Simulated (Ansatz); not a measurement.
A geometry relaxed with PBE0-D3(BJ)/def2-SVP (Ansatz, an electronic-structure program), charge 0, multiplicity 1:

```xyz
9

F     -2.1482     1.2774     0.1882
H      1.6387    -0.1236     0.9887
H      1.2327     1.4549     0.2365
C      1.4794     0.3991     0.0296
O      0.5052    -0.2355    -0.7771
F     -2.3680    -1.3281    -1.4648
H      2.4248     0.3741    -0.5332
Sn    -1.3276    -0.4175    -0.1530
F     -1.4370    -1.4009     1.4851
```

**Question.** Write the SMILES of this molecule.

**Answer.** `C[O][Sn]([F])([F])[F]`
